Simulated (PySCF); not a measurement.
# Löwdin shares of the frontier orbitals

Species: C₆H₁₁AsO.
Atom-mapped SMILES: `[CH3:1][C:2](=[O:3])[C@@H:4]1[CH2:5][CH2:6][CH2:7][AsH:8]1` (hydrogens: H9, H10, H11 on C1; H12 on C4; H13, H14 on C5; H15, H16 on C6; H17, H18 on C7; H19 on As8)

Geometry (PBE0-D3(BJ)/def2-SVP, Å), atoms numbered from 1 in this order:
```xyz
19
C6H11AsO angstrom
C     -2.7704    0.3263    0.2673
C     -1.4748   -0.4388    0.1419
O     -1.3226   -1.5187    0.6672
C     -0.3875    0.2105   -0.6759
C      0.7550   -0.7362   -1.0416
C      1.7745   -0.7670    0.0918
C      2.1368    0.6702    0.4382
As     0.4434    1.6998    0.4264
H     -2.5932    1.3679    0.5789
H     -3.2686    0.3669   -0.7150
H     -3.4287   -0.1744    0.9877
H     -0.8347    0.6986   -1.5554
H      0.3561   -1.7428   -1.2422
H      1.2404   -0.3783   -1.9656
H      1.3168   -1.2625    0.9627
H      2.6661   -1.3535   -0.1875
H      2.6393    0.7805    1.4104
H      2.7893    1.1188   -0.3286
H     -0.0468    1.1395    1.7627
```

Computed with PySCF 2.14.0, density-fitted response routines, TDDFT CAM-B3LYP/def2-SVPD, vertical, gas phase, core orbitals frozen in the response. The CAM-B3LYP/def2-SVPD calculation is non-relativistic and has no spin–orbit coupling, an omission that weighs most on arsenic.

Frontier orbitals with the atoms that hold most of them (Löwdin shares over 4%, at most four atoms; ? is withheld):

| orbital | ε (eV) | atoms |
| --- | --- | --- |
| LUMO+2 | 1.11 | As8 17%, C1 14%, H12 9%, H10 9% |
| LUMO+1 | 1.00 | As8 32%, C7 11%, H19 11%, H18 6% |
| LUMO | ? | ? |
| HOMO | -8.31 | ? |
| HOMO-1 | -8.85 | O3 43%, As8 17%, C2 8%, C1 8% |
| HOMO-2 | -9.99 | As8 23%, C7 19%, C4 18%, O3 9% |
| HOMO-3 | -10.53 | As8 26%, H19 20%, C7 12%, C4 10% |

Q: Give the leading atoms of the HOMO.

A: As8 (bonded to 2 C and H) 44%; O3 (bonded to C) 18%; C4 (bonded to As, 2 C and H) 11%; C7 (bonded to As, C and 2 H) 6%. By element: arsenic 44%, oxygen 18%, carbon 16% or more.

Q: Which atoms hold the LUMO, and with what shares?

A: C2 (bonded to 2 C and O) 26%; As8 (bonded to 2 C and H) 24%; O3 (bonded to C) 23%; C4 (bonded to As, 2 C and H) 8%. By element: carbon 34% or more, arsenic 24%, oxygen 23%.

Q: What is the LUMO energy, and the HOMO–LUMO gap?

A: ε(LUMO) = 0.45 eV; the gap is 8.76 eV (0.3219 hartree).

Q: How does S1 compare with the orbital gap of 8.76 eV?

A: S1 is at 4.50 eV (f = 0.0034), 4.26 eV below the gap, made of HOMO-1→LUMO (48%), HOMO→LUMO (35%). Its leading pair isn't HOMO and LUMO; the energies of that pair differ by 9.30 eV. 

Next come S2 at 5.88 eV (f 0.122), HOMO→LUMO (56%), HOMO-1→LUMO (30%); S3 at 6.24 eV (f 0.025), HOMO→LUMO+1 (79%); S4 at 6.53 eV (f 0.053), HOMO→LUMO+2 (74%), HOMO-1→LUMO (8%); S5 at 6.97 eV (f 0.054), HOMO-1→LUMO+2 (50%), HOMO-1→LUMO+1 (25%).

Löwdin shares depend on the basis, the more so with diffuse functions.

One conformer stands for the species.
